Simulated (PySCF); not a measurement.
Vertical excitations of a molecule C₃H₄BrCl from TDDFT-PBE0/def2-SVPD run with PySCF, as energy in eV (oscillator strength): 5.15 (0.000), 5.99 (0.311), 6.41 (0.001), 6.52 (0.000), 6.55 (0.004), 6.73 (0.024), 7.11 (0.000), 7.39 (0.029), 7.45 (0.000), 7.55 (0.000). Lowest triplet (TDA): 3.78 eV. The structure is a stationary point at r2SCAN-D4/def2-SVP. The values are those of a single conformer.

Problem. Identify the compound among the candidates.
A) C/C(Cl)=C\Br
B) ClC1(Br)CC1
C) C/C=C(\Cl)Br
D) C/C(Br)=C\Cl

Solution. A, C/C(Cl)=C\Br
